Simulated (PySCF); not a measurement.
Molecule: SMILES C=CC(=O)C(=C)CC, C7H10O.

Bonds (- single, = double, # triple, : aromatic): C1=C2, C2-C3, C3=O4, C3-C5, C5=C6, C5-C7, C7-C8. C1 carries H9, H10; C2 carries H11; C6 carries H12, H13; C7 carries H14, H15; C8 carries H16, H17, H18. H9, H12 are cis to C3; H10, H13 are trans to C3.

Frames of a GFN2-xTB Langevin trajectory at 200 K; GIAO PBE0/pcSseg-1 shieldings in PySCF, gas phase, non-relativistic; equivalent atoms averaged within each frame.

Referencing at the same level of theory: ¹³C (σref 186.93), ¹H (σref 31.72) against TMS; ¹⁷O (σref 336.08) against H2O. The references are static minima.

**Question.** How do the shifts (ppm) fluctuate along the trajectory?

**Answer.** 
```
         time (fs)     C3     C5     C2     C1     C6    C7    C8     O4   H11    H9
optimised geometry  197.3  165.4  141.2  140.2  125.6  32.3  17.2  613.8  6.99  7.04
               250  209.9  165.4  161.6  137.7  126.0  36.6  22.0  674.0  7.35  7.08
               425  203.7  168.2  144.3  142.0  121.2  32.1  21.8  630.8  7.34  6.66
               625  204.7  171.3  147.0  130.5  128.6  30.1  19.0  650.3  6.98  6.72
               800  194.9  164.7  141.6  138.9  134.0  35.0  13.8  595.3  7.57  6.66
              1000  196.1  170.0  139.0  144.1  130.4  28.0  20.8  633.7  7.33  7.36
    mean of frames  201.9  167.9  146.7  138.6  128.0  32.4  19.5  636.8  7.31  6.90
standard deviation    6.3    2.9    8.9    5.2    4.8   3.5   3.4   28.9  0.21  0.31
```

5 frames give an uncertainty of the mean of about the standard deviation over 2.2 at best, since frames this close in time may not be independent; classical motion lacks zero-point vibration, and the reference would need the same averaging.
